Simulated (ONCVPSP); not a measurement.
**An all-electron radial function and its pseudo partner (carbon (C))**

Columns: radius, all-electron u(r) and pseudo u(r) of the 2p shell (level -5.42 eV) of carbon in the configuration [He] 2s2 2p2; LDA (Perdew-Zunger), scalar-relativistic, ONCV scheme, ONCVPSP 4.0.1.

```
r (bohr)  all-electron  pseudo
   0.105        0.0519  0.0193
   0.210        0.1572  0.0747
   0.315        0.2736  0.1598
   0.420        0.3824  0.2647
   0.525        0.4758  0.3777
   0.630        0.5518  0.4871
   0.735        0.6106  0.5831
   0.840        0.6534  0.6593
   0.945        0.6823  0.7124
   1.050        0.6993  0.7426
   1.155        0.7062  0.7524
   1.260        0.7052  0.7461
   1.365        0.6976  0.7287
   1.470        0.6851  0.7049
   1.575        0.6687  0.6790
   1.680        0.6495  0.6534
   1.785        0.6282  0.6291
   1.890        0.6054  0.6055
   1.995        0.5817  0.5817
   2.100        0.5575  0.5575
   2.205        0.5332  0.5331
   2.310        0.5089  0.5089
   2.415        0.4849  0.4848
   2.520        0.4613  0.4613
   2.625        0.4383  0.4383
   2.730        0.4159  0.4159
```

Problem. How many radial nodes do the two functions have?

Solution. The all-electron 2p function has n − l − 1 = 0; the pseudo-wave has 0.

Problem. At about which radius was the pseudo-wave matched?

Solution. 2.00 bohr. The columns agree to 0.0005 from 1.89 bohr on; several derivatives are matched, so the curves merge somewhat inside the radius.

Problem. Is the pseudo-wave norm-conserving?

Solution. Yes: the ONCV scheme keeps the norm inside the radius equal to the all-electron one, which fixes the energy derivative of the logarithmic derivative at the level.
